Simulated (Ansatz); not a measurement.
BrIMg (SMILES [Br][Mg][I]), singlet, at a GFN2-xTB geometry (such geometries of metal compounds can be far from the true shape) (core potentials on I); PBE/def2-TZVPD (Ansatz, a program for electronic structure).

Input for Ansatz:
Ansatz 0.2 input:
```yaml
crystal:
  periodic: [false, false, false]
  atoms:
    - {symbol: Mg, position_ang: [0.40066656, 0.35093463, -0.48315399]}
    - {symbol: Br, position_ang: [-0.24839489, 2.24387780, -1.71212472]}
    - {symbol: I, position_ang: [0.07331740, -1.56126300, 1.24004176]}
basis:
  gaussian:
    orbitals: def2-TZVPD
hamiltonian:
  xc: pbe
```

Output, abridged:

```
Functional definition: PBE
1142 factors; their error is unknown
mean field evaluation 1: about -83580.0756 eV, gradient 2.0e1 eV
mean field evaluation 2: about -83577.1414 eV, gradient 3.7e1 eV
mean field evaluation 4: about -83581.5090 eV, gradient 2.1e0 eV
mean field evaluation 8: about -83581.5197 eV, gradient 3.5e-2 eV
mean field evaluation 16: about -83581.4999 eV, gradient 3.5e-5 eV
mean field -83581.49989415 eV, -3071.5634675345 hartree, gradient 3.5e-5 eV, S^2 0.000000; 0 other end points of the search recorded, 0 dependent functions left out
reference -83581.49994787 eV, -3071.5634695089 hartree; 36, 36 occupied and 115, 115 virtual orbitals, 1142 factors
Total energy: -83581.49994787 eV, -3071.5634695089 hartree
```
